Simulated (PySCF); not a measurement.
## From computed data to an observable: dipole moment from atomic charges

Si(F)2(Br)(OH) (BrF2HOSi), SMILES O[Si](F)(F)Br. Atoms are numbered in the order given.

```xyz
6

O      1.5381    -1.3390     0.0000
Si    -0.0009    -0.8007     0.0000
F     -0.8081    -1.3461     1.2796
F     -0.8081    -1.3461    -1.2796
Br     0.0159     1.3841     0.0000
H      1.6954    -2.2919     0.0000
```

Geometry: B3LYP-D3(BJ)/def2-SVP. The structure was generated by enumeration, and PubChem lists no compound with its InChIKey, so it may never have been made. Other conformers were not sampled.

Charges (e) from PBE/def2-TZVP in PySCF:

| atom | ESP fit | Mulliken |
|---|---|---|
| O1 | -0.574 | -0.440 |
| Si2 | 0.502 | 0.751 |
| F3 | -0.188 | -0.251 |
| F4 | -0.188 | -0.251 |
| Br5 | -0.019 | -0.138 |
| H6 | 0.467 | 0.329 |

The dipole moment of the full density is 1.51 D.

### Question
What dipole moment does each set of point charges give, and which comes closer to that of the density?

### Answer

μ = Σ q r, and 1 e Å = 4.8032 D.
ESP fit: Σ q r = (0.212, -0.224, 0.000) e Å, |μ| = 1.48 D.
Mulliken: Σ q r = (0.284, -0.281, 0.000) e Å, |μ| = 1.92 D.
ESP fit comes closer in size. Point charges leave out the atoms' own dipoles (lone pairs, polarised bonds); fits to the potential absorb them, partitions of the density don't.
